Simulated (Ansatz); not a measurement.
Relaxation of ClF$_{4}$HTi (7 atoms, charge 0, multiplicity 1), to a largest force component of 0.03 eV/Å in at most 50 steps.

The calculation used RKS PBE0-D4/def2-SVP in Ansatz 0.2.0.

```xyz
7
Properties=species:S:1:pos:R:3:forces:R:3
Ti 0.207 0.000 -0.025 -0.26 0.00 1.43
Cl 0.312 0.000 2.297 -0.16 0.00 -1.36
F 1.826 0.000 -0.584 0.01 0.00 0.01
F -0.516 1.418 -0.660 0.02 -0.01 0.00
F -0.516 -1.418 -0.660 0.02 0.01 0.00
F -2.597 0.000 1.096 0.22 0.00 -0.24
H -2.228 0.000 1.944 0.15 0.00 0.16
```

Question: Where does it end, and by what steps?

Answer: The forces met the threshold. After 6 steps the energy has fallen by 0.243 eV; F6 moved furthest, 0.42 Å. Joined: Ti1–F6 (3.02 → 2.37 Å).

```csv
step,energy less start (eV),largest force component (eV/Å),accepted
0,0.0000,1.434,yes
1,-0.1509,0.459,yes
2,-0.2098,0.346,yes
3,-0.2262,0.388,yes
4,-0.2409,0.138,yes
5,-0.2428,0.101,yes
6,-0.2432,0.018,yes
```

```xyz
7
Properties=species:S:1:pos:R:3
Ti -0.007 0.000 0.071
Cl 0.244 0.000 2.304
F 1.635 0.000 -0.427
F -0.602 1.447 -0.647
F -0.602 -1.447 -0.647
F -2.214 0.000 0.925
H -1.965 0.000 1.828
```

Whether the end is a true minimum wasn't checked by a vibrational analysis.

Run time: 19 s on 4 threads of Arm Neoverse V1, with other jobs on the host, peak memory 0.29 GiB.
